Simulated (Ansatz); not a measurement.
CrS₂F₂, relaxed as a singlet with RKS r2SCAN-D4/def2-SVP in Ansatz, starting from the GFN2-xTB geometry. Force threshold 0.02 eV/Å.

The restricted singlet is unstable towards broken spin symmetry at other levels; at r2SCAN-D4/def2-SVP this wasn't settled.

Start:

Cartesian coordinates in Å:
```
Cr 0.168 -0.090 0.038
S -0.989 1.010 1.351
S -0.851 -0.037 -1.761
F 0.087 -1.699 0.576
F 1.585 0.816 -0.204
```

```
step  energy (eV)  largest force component (eV/Å)  SCF passes
   1  -55509.9540                           2.604          53
   2  -55510.2015                           0.276          45
   3  -55510.2436                           0.234          46
   4  -55510.2593                           0.159          45
   5  -55510.2605                           0.008          39
```

Force components are those of the run's own axes.

End:

```xyz
5

Cr    0.068   -0.036    0.015
S    -1.004    1.007    1.317
S    -0.868   -0.020   -1.732
F     0.213   -1.631    0.559
F     1.591    0.679   -0.158
```

By distances, no bond broke or formed. The bond that changes most is Cr1–S3, from 2.07 to 1.98 Å (atoms count from 1).

No frequencies were taken in this run, so the end may be a saddle point.

It took 19 s on 4 threads of Arm Neoverse V1 on a shared host.
